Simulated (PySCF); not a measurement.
## Computed vibrations of [Lu(NH3)3]3+

[Lu(NH3)3]3+ (singlet in the valence; each metal's 4f electrons, 14 of them, lie in its core potential, out of spins and levels). PySCF 2.14.0, RKS BP86, Lu lcecp-1-SVP with ECP60, N def2-SVP, H def2-SVP; non-relativistic Hamiltonian with scalar-relativistic core potentials where named; density fitting; no spin-orbit coupling. Central differences of gradients.

```xyz
13

Lu    0.0000    0.0000    0.0000
N     2.3500    0.0011    0.0000
H     2.8064   -0.4727    0.8170
H     2.8064   -0.4727   -0.8170
H     2.8069    0.9446    0.0000
N    -1.1760    2.0346    0.0000
H    -0.9939    2.6668    0.8170
H    -0.9939    2.6668   -0.8170
H    -2.2215    1.9585    0.0000
N    -1.1741   -2.0358    0.0000
H    -1.8126   -2.1941    0.8170
H    -1.8126   -2.1941   -0.8170
H    -0.5854   -2.9031    0.0000
```

Run from Python with OMP_NUM_THREADS=2. Where DIIS fails, smearing, a level shift and second-order steps follow.
It took 92 s on 2 threads of Arm Neoverse V2, on a shared host.

**Question.** What are the harmonic wavenumbers and infrared intensities?

**Answer.** Modes are labelled in C3h; negative numbers are unstable modes, those under 60 cm⁻¹ near the noise; a finer grid moves soft modes by up to 10 cm⁻¹.
```json
{"cm⁻¹": "-46", "km/mol": "–", "symmetry": "e''"}
{"cm⁻¹": "-46", "km/mol": "–", "symmetry": "e''"}
{"cm⁻¹": "-45", "km/mol": "–", "symmetry": "a''"}
{"cm⁻¹": "-41", "km/mol": "–", "symmetry": "a''"}
{"cm⁻¹": "85", "km/mol": "11.6", "symmetry": "e'"}
{"cm⁻¹": "85", "km/mol": "11.6", "symmetry": "e'"}
{"cm⁻¹": "363", "km/mol": "0.0", "symmetry": "a'"}
{"cm⁻¹": "370", "km/mol": "4.2", "symmetry": "e'"}
{"cm⁻¹": "370", "km/mol": "4.2", "symmetry": "e'"}
{"cm⁻¹": "637", "km/mol": "0.0", "symmetry": "a'"}
{"cm⁻¹": "654", "km/mol": "0.0", "symmetry": "e''"}
{"cm⁻¹": "654", "km/mol": "0.0", "symmetry": "e''"}
{"cm⁻¹": "671", "km/mol": "209.9", "symmetry": "a''"}
{"cm⁻¹": "683", "km/mol": "82.2", "symmetry": "e'"}
{"cm⁻¹": "683", "km/mol": "82.2", "symmetry": "e'"}
{"cm⁻¹": "1379", "km/mol": "193.9", "symmetry": "e'"}
{"cm⁻¹": "1379", "km/mol": "193.9", "symmetry": "e'"}
{"cm⁻¹": "1382", "km/mol": "0.0", "symmetry": "a'"}
{"cm⁻¹": "1555", "km/mol": "141.7", "symmetry": "a''"}
{"cm⁻¹": "1556", "km/mol": "74.9", "symmetry": "e'"}
{"cm⁻¹": "1556", "km/mol": "74.9", "symmetry": "e'"}
{"cm⁻¹": "1558", "km/mol": "0.0", "symmetry": "a'"}
{"cm⁻¹": "1559", "km/mol": "0.0", "symmetry": "e''"}
{"cm⁻¹": "1559", "km/mol": "0.0", "symmetry": "e''"}
{"cm⁻¹": "3211", "km/mol": "356.0", "symmetry": "e'"}
{"cm⁻¹": "3211", "km/mol": "356.0", "symmetry": "e'"}
{"cm⁻¹": "3222", "km/mol": "0.0", "symmetry": "a'"}
{"cm⁻¹": "3271", "km/mol": "0.0", "symmetry": "e''"}
{"cm⁻¹": "3271", "km/mol": "0.0", "symmetry": "e''"}
{"cm⁻¹": "3272", "km/mol": "497.8", "symmetry": "a''"}
{"cm⁻¹": "3276", "km/mol": "0.0", "symmetry": "a'"}
{"cm⁻¹": "3278", "km/mol": "241.0", "symmetry": "e'"}
{"cm⁻¹": "3278", "km/mol": "241.0", "symmetry": "e'"}
```

**Question.** Is this a minimum?

**Answer.** Probably not: 4 unstable, though so soft as to be near the noise; the lowest moves the atoms so:
```
Lu   0.00  0.00  0.00
N    0.00  0.00  0.02
H   -0.01 -0.33 -0.17
H    0.01  0.33 -0.17
H    0.00  0.00  0.40
N    0.00  0.00 -0.03
H    0.03  0.03 -0.06
H   -0.03 -0.03 -0.06
H    0.00  0.00  0.01
N    0.00  0.00  0.01
H    0.33 -0.18  0.23
H   -0.33  0.18  0.23
H    0.00  0.00 -0.41
```

An lcecp potential fixes the number of 4f electrons, so in runs with it no electron can move into or out of that shell.
